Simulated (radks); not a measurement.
Question: The caesium ion Cs7+ is in [Kr] 4d10 5s2. All-electron calculation, Dirac Kohn-Sham, relativistic LDA (MacDonald-Vosko exchange, VWN5 correlation), spin-unpolarised, spherical densities, finite nucleus; Fermi nuclear charge, rms radius of each element as measured or else 0.836 A^(1/3) + 0.57 fm. Program: a radial shooting solver on a logarithmic mesh with Libxc functionals. Sub-shells are occupied by j as written (lower j first in brackets). One electron is removed from 4d3/2, 5s1/2, 4p3/2, 4d5/2 in turn, with full relaxation. Which removal costs least, and what does each cost?

Answer: 5s1/2 112.31 eV; 4d5/2 173.82 eV; 4d3/2 176.28 eV; 4p3/2 257.99 eV. The 5s1/2 electron leaves first.
